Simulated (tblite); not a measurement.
Record of a relaxation.

Species: C₄H₄Cl₃NO.
Atom-mapped SMILES: `[CH2:1]=[C:2]([C:3]([NH2:4])=[O:5])[C:6]([Cl:7])([Cl:8])[Cl:9]` (hydrogens: H10, H11 on C1; H12, H13 on N4)

Computed with GFN2-xTB (tblite), gas phase: L-BFGS steps from a force-field or distance-geometry start until the largest atomic force falls under 0.01 eV/Å. 6 of its 60 geometries are shown.

Step 0: E = -848.2838 eV, largest atomic force 2.705 eV/Å
```
atom  x, y, z in Å  |  force x, y, z in eV/Å
C1     -0.462    1.776    0.117   -0.636   1.808   0.088
C2     -0.180    0.496   -0.003    0.489  -0.484  -0.321
C3      1.124    0.042    0.539    2.338   0.157   0.979
N4      1.492   -1.337    0.436   -0.359   0.270  -0.100
O5      1.849    0.905    1.062   -1.273  -2.318  -0.567
C6     -1.147   -0.423   -0.635   -0.479  -0.271   0.107
Cl7    -2.571    0.533   -1.133   -0.504  -0.893  -0.455
Cl8    -0.477   -1.273   -2.031    0.042   0.098  -0.237
Cl9    -1.686   -1.695    0.523    0.003   0.218  -0.015
H10    -1.410    2.191   -0.244    0.713  -0.023   0.377
H11     0.211    2.489    0.582    0.026  -0.369  -0.097
H12     1.619   -1.767   -0.510   -0.600   0.595   1.594
H13     1.635   -1.938    1.279    0.240   1.212  -1.353
```

Step 12: E = -849.1944 eV, largest atomic force 0.936 eV/Å
```
atom  x, y, z in Å  |  force x, y, z in eV/Å
C1     -0.425    1.837    0.096   -0.124   0.122   0.101
C2     -0.172    0.541   -0.061   -0.121  -0.095  -0.213
C3      1.057   -0.031    0.579    0.507   0.716   0.326
N4      1.310   -1.360    0.481   -0.415   0.368  -0.520
O5      1.738    0.711    1.259    0.042  -0.234   0.202
C6     -1.121   -0.418   -0.677   -0.347  -0.239   0.014
Cl7    -2.631    0.314   -1.232   -0.099   0.137  -0.125
Cl8    -0.411   -1.270   -2.089    0.030   0.069   0.055
Cl9    -1.577   -1.624    0.565   -0.071  -0.161  -0.009
H10    -1.366    2.296   -0.178    0.284  -0.070  -0.134
H11     0.319    2.456    0.580   -0.116  -0.118  -0.039
H12     1.233   -1.794   -0.425   -0.194  -0.227   0.174
H13     2.042   -1.658    1.086    0.624  -0.269   0.167
```

Step 24: E = -849.3748 eV, largest atomic force 0.111 eV/Å
```
atom  x, y, z in Å  |  force x, y, z in eV/Å
C1     -0.423    1.826    0.083    0.037  -0.080   0.019
C2     -0.196    0.520   -0.012    0.027  -0.037   0.063
C3      1.064    0.001    0.663   -0.032  -0.089  -0.058
N4      1.430   -1.268    0.403   -0.067   0.041  -0.007
O5      1.695    0.717    1.406    0.015   0.052   0.009
C6     -1.145   -0.438   -0.658    0.027   0.026  -0.017
Cl7    -2.624    0.330   -1.262   -0.077   0.053   0.033
Cl8    -0.399   -1.249   -2.076    0.054   0.001  -0.042
Cl9    -1.629   -1.691    0.523   -0.031  -0.038   0.024
H10    -1.296    2.321   -0.303    0.013  -0.017  -0.054
H11     0.314    2.419    0.598   -0.004   0.071   0.014
H12     0.948   -1.870   -0.239   -0.011  -0.016  -0.016
H13     2.257   -1.617    0.857    0.050   0.032   0.033
```

Step 35: E = -849.3804 eV, largest atomic force 0.037 eV/Å
```
atom  x, y, z in Å  |  force x, y, z in eV/Å
C1     -0.418    1.821    0.079    0.004   0.001   0.005
C2     -0.201    0.512    0.007   -0.002  -0.003   0.010
C3      1.060   -0.007    0.671    0.001   0.017   0.014
N4      1.426   -1.276    0.415    0.010  -0.004   0.016
O5      1.704    0.716    1.399   -0.013  -0.001  -0.009
C6     -1.151   -0.434   -0.652    0.023  -0.006   0.001
Cl7    -2.636    0.347   -1.233   -0.029  -0.012  -0.001
Cl8    -0.393   -1.215   -2.082   -0.004   0.008  -0.024
Cl9    -1.641   -1.711    0.503    0.005  -0.014  -0.003
H10    -1.280    2.303   -0.348    0.029   0.011   0.020
H11     0.302    2.430    0.600   -0.004   0.003  -0.029
H12     0.947   -1.885   -0.224   -0.003   0.004   0.006
H13     2.276   -1.599    0.848   -0.018  -0.004  -0.007
```

Step 47: E = -849.3823 eV, largest atomic force 0.023 eV/Å
```
atom  x, y, z in Å  |  force x, y, z in eV/Å
C1     -0.409    1.822    0.068   -0.005  -0.012  -0.008
C2     -0.206    0.510    0.014   -0.001  -0.008   0.005
C3      1.055   -0.005    0.679   -0.002  -0.016   0.006
N4      1.416   -1.278    0.433    0.005   0.005  -0.012
O5      1.700    0.723    1.399    0.014  -0.002   0.013
C6     -1.155   -0.437   -0.648   -0.001  -0.011  -0.006
Cl7    -2.659    0.334   -1.198    0.014  -0.003   0.015
Cl8    -0.392   -1.171   -2.101   -0.001   0.007  -0.007
Cl9    -1.619   -1.752    0.475    0.011   0.020   0.001
H10    -1.266    2.310   -0.359   -0.012   0.015  -0.006
H11     0.322    2.430    0.574   -0.006   0.004  -0.003
H12     0.937   -1.883   -0.209   -0.009  -0.008  -0.007
H13     2.271   -1.602    0.856   -0.008   0.008   0.011
```

Step 59: E = -849.3828 eV, largest atomic force 0.009 eV/Å
```
atom  x, y, z in Å  |  force x, y, z in eV/Å
C1     -0.408    1.824    0.062    0.001   0.000  -0.005
C2     -0.204    0.511    0.013    0.001  -0.001   0.001
C3      1.054   -0.007    0.681   -0.002   0.004   0.008
N4      1.419   -1.276    0.426   -0.004   0.002  -0.003
O5      1.696    0.717    1.408   -0.001   0.000   0.003
C6     -1.152   -0.438   -0.647   -0.002   0.008   0.003
Cl7    -2.664    0.329   -1.179   -0.005   0.001   0.002
Cl8    -0.395   -1.155   -2.111    0.001  -0.006  -0.001
Cl9    -1.602   -1.759    0.473    0.001   0.002  -0.003
H10    -1.265    2.311   -0.369    0.007  -0.003   0.002
H11     0.322    2.436    0.566   -0.006  -0.006  -0.004
H12     0.932   -1.887   -0.206    0.005   0.003  -0.002
H13     2.262   -1.606    0.866    0.003  -0.004  -0.001
```

Task: Summarise the path.

Result: The energy falls by 25.34 kcal/mol from step 0 to step 59; nine tenths of that is first reached at step 16. It falls at every step. The largest force goes from 2.705 to 0.009 eV/Å. Among the bonds C3–N4 changes most, from 1.430 to 1.345 Å; the atoms move by 0.355 Å rms after alignment.

Task: Follow the three bonds and two angles with the largest change from start to end.

Result: 
```
step  E above end (kcal/mol)  largest force (eV/Å)  C3–N4 (Å)  N4–H12 (Å)  N4–H13 (Å)  C2–C6–Cl7 (°)  C3–N4–H13 (°)
   0                   25.34                 2.705      1.430       1.048       1.045          107.9          122.1
   3                   17.16                 0.860      1.367       0.994       0.994          109.6          122.6
   5                   12.75                 1.195      1.353       0.987       0.997          113.7          122.0
   8                    8.37                 1.288      1.376       1.014       1.015          116.3          113.8
  10                    6.06                 0.644      1.369       1.018       1.012          115.3          110.9
  13                    3.70                 0.799      1.352       1.006       1.019          114.5          112.0
  15                    2.71                 0.539      1.356       1.008       1.012          113.9          113.1
  18                    1.19                 0.335      1.353       1.010       1.004          112.3          115.9
  21                    0.41                 0.297      1.343       1.012       1.009          113.6          117.9
  23                    0.22                 0.116      1.346       1.004       1.006          113.7          117.6
  26                    0.13                 0.067      1.345       1.004       1.007          113.4          117.6
  28                    0.11                 0.065      1.344       1.004       1.007          113.5          117.4
  31                    0.09                 0.063      1.344       1.005       1.006          113.6          116.8
  33                    0.07                 0.062      1.345       1.005       1.006          113.5          116.6
  36                    0.05                 0.033      1.345       1.005       1.008          113.4          116.8
  38                    0.05                 0.035      1.345       1.005       1.007          113.5          116.8
  41                    0.04                 0.030      1.346       1.005       1.007          113.6          116.8
  44                    0.02                 0.042      1.345       1.004       1.007          113.6          117.1
  46                    0.01                 0.028      1.345       1.004       1.007          113.6          117.2
  49                    0.01                 0.027      1.345       1.005       1.007          113.5          116.9
  51                    0.01                 0.017      1.345       1.005       1.007          113.4          116.9
  54                    0.00                 0.017      1.345       1.004       1.007          113.4          117.0
  56                    0.00                 0.016      1.345       1.004       1.007          113.4          117.0
  59                    0.00                 0.009      1.345       1.004       1.007          113.4          116.9
```

What follows is the cost of the whole relaxation. Time: 1.6 s of wall time. Hardware: one thread of an Intel Xeon at 2.70 GHz, on a shared host.
